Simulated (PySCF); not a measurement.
## Orbital levels and atomic charges: C34H36B2O4

System: C34H36B2O4 (substituted PAH), SMILES CC1(C)OB(c2cccc3c2ccc2ccc4ccc5c(B6OC(C)(C)C(C)(C)O6)cccc5c4c23)OC1(C)C.

Cartesian coordinates (Å):
```
  1 C    -7.6643    1.8977    1.5874
  2 C    -7.3858    0.8344    0.5174
  3 C    -8.3437    1.0447   -0.6531
  4 O    -6.0449    1.0353    0.0705
  5 B    -5.2356    0.0934    0.6436
  6 C    -3.6666    0.0753    0.6449
  7 C    -3.0494   -0.6456    1.6506
  8 C    -1.6678   -0.6002    1.8294
  9 C    -0.8790    0.0953    0.9500
 10 C    -1.4379    0.7475   -0.1642
 11 C    -2.8528    0.8015   -0.2640
 12 C    -3.4396    1.6357   -1.2526
 13 C    -2.6713    2.4707   -1.9921
 14 C    -1.2551    2.4453   -1.9040
 15 C    -0.4842    3.4174   -2.5826
 16 C     0.8630    3.4620   -2.4119
 17 C     1.5310    2.4071   -1.7485
 18 C     2.9443    2.4231   -1.6125
 19 C     3.6143    1.3730   -1.0794
 20 C     2.9362    0.1567   -0.7961
 21 C     3.6603   -1.0172   -0.4595
 22 B     5.2034   -1.0654   -0.1828
 23 O     6.0517   -0.0072    0.0018
 24 C     7.3119   -0.4969    0.4634
 25 C     8.4407    0.2833   -0.2060
 26 C     7.3626   -0.2480    1.9761
 27 C     7.2511   -2.0227    0.0984
 28 C     7.8209   -2.9621    1.1592
 29 C     7.9023   -2.3386   -1.2539
 30 O     5.8528   -2.2618   -0.0459
 31 C     2.9687   -2.2114   -0.3673
 32 C     1.6017   -2.2817   -0.6301
 33 C     0.8911   -1.1419   -0.9045
 34 C     1.5250    0.1135   -0.9336
 35 C     0.7968    1.3209   -1.2322
 36 C    -0.6230    1.4663   -1.1116
 37 O    -5.9587   -0.8480    1.3231
 38 C    -7.3499   -0.6249    1.0995
 39 C    -8.1116   -0.8092    2.4106
 40 C    -7.8269   -1.6827    0.0959
 41 H    -6.9752    1.7874    2.4208
 42 H    -7.5041    2.8802    1.1494
 43 H    -8.6872    1.8317    1.9454
 44 H    -8.0663    0.4304   -1.5039
 45 H    -9.3620    0.8119   -0.3540
 46 H    -8.2975    2.0866   -0.9611
 47 H    -3.6624   -1.2159    2.3318
 48 H    -1.2175   -1.1057    2.6717
 49 H     0.1835    0.1604    1.1256
 50 H    -4.5126    1.6407   -1.3424
 51 H    -3.1237    3.1756   -2.6750
 52 H    -0.9956    4.1589   -3.1799
 53 H     1.4520    4.2671   -2.8274
 54 H     3.4725    3.3106   -1.9321
 55 H     4.6798    1.4078   -0.9258
 56 H     8.3996    1.3182    0.1251
 57 H     9.4027   -0.1370    0.0750
 58 H     8.3410    0.2708   -1.2864
 59 H     7.2412    0.8175    2.1562
 60 H     8.3122   -0.5692    2.3931
 61 H     6.5477   -0.7686    2.4729
 62 H     8.8631   -2.7242    1.3539
 63 H     7.7568   -3.9843    0.7949
 64 H     7.2558   -2.8978    2.0833
 65 H     8.9819   -2.2349   -1.2013
 66 H     7.5070   -1.6848   -2.0274
 67 H     7.6572   -3.3630   -1.5245
 68 H     3.5164   -3.1073   -0.1184
 69 H     1.1021   -3.2393   -0.6195
 70 H    -0.1633   -1.2086   -1.1248
 71 H    -9.1560   -0.5400    2.2779
 72 H    -8.0530   -1.8523    2.7112
 73 H    -7.6791   -0.2071    3.2031
 74 H    -7.2845   -1.5903   -0.8417
 75 H    -7.6203   -2.6688    0.5064
 76 H    -8.8939   -1.5907   -0.0859
```

Method: PBE0/6-31G*, gas phase, PySCF, fitting set def2-universal-JFIT up to Ne and JKFIT beyond, grid level 1.

**Question.** Give the orbital energies near the gap.

**Answer.** 
```json
{"orbital": "HOMO-4", "eV": "-7.52"}
{"orbital": "HOMO-3", "eV": "-6.85"}
{"orbital": "HOMO-2", "eV": "-6.23"}
{"orbital": "HOMO-1", "eV": "-5.67"}
{"orbital": "HOMO", "eV": "-5.52"}
{"orbital": "LUMO", "eV": "-1.10"}
{"orbital": "LUMO+1", "eV": "-1.04"}
{"orbital": "LUMO+2", "eV": "-0.53"}
{"orbital": "LUMO+3", "eV": "0.23"}
```

**Question.** Give the partial charges of the non-hydrogen atoms.

**Answer.** 
| atom | Mulliken | IAO | Hirshfeld |
| --- | --- | --- | --- |
| C1 | -0.54 | -0.43 | -0.11 |
| C2 | 0.24 | 0.22 | 0.10 |
| C3 | -0.54 | -0.43 | -0.11 |
| O4 | -0.48 | -0.42 | -0.17 |
| B5 | 0.54 | 0.45 | 0.21 |
| C6 | -0.05 | -0.15 | -0.07 |
| C7 | -0.24 | -0.12 | -0.04 |
| C8 | -0.16 | -0.16 | -0.05 |
| C9 | -0.21 | -0.13 | -0.04 |
| C10 | 0.04 | -0.01 | 0.00 |
| C11 | 0.01 | 0.02 | 0.00 |
| C12 | -0.22 | -0.15 | -0.05 |
| C13 | -0.24 | -0.15 | -0.05 |
| C14 | 0.11 | 0.00 | 0.00 |
| C15 | -0.21 | -0.15 | -0.05 |
| C16 | -0.21 | -0.15 | -0.05 |
| C17 | 0.11 | 0.00 | 0.00 |
| C18 | -0.23 | -0.15 | -0.05 |
| C19 | -0.22 | -0.15 | -0.05 |
| C20 | 0.01 | 0.02 | 0.00 |
| C21 | -0.05 | -0.15 | -0.07 |
| B22 | 0.54 | 0.45 | 0.21 |
| O23 | -0.49 | -0.42 | -0.17 |
| C24 | 0.24 | 0.22 | 0.10 |
| C25 | -0.54 | -0.43 | -0.11 |
| C26 | -0.54 | -0.43 | -0.11 |
| C27 | 0.24 | 0.22 | 0.10 |
| C28 | -0.54 | -0.43 | -0.11 |
| C29 | -0.54 | -0.43 | -0.11 |
| O30 | -0.48 | -0.42 | -0.18 |
| C31 | -0.24 | -0.12 | -0.04 |
| C32 | -0.16 | -0.16 | -0.05 |
| C33 | -0.20 | -0.13 | -0.03 |
| C34 | 0.03 | -0.02 | 0.00 |
| C35 | -0.02 | -0.01 | 0.00 |
| C36 | -0.02 | -0.01 | 0.00 |
| O37 | -0.48 | -0.42 | -0.18 |
| C38 | 0.24 | 0.22 | 0.10 |
| C39 | -0.54 | -0.43 | -0.11 |
| C40 | -0.54 | -0.43 | -0.11 |
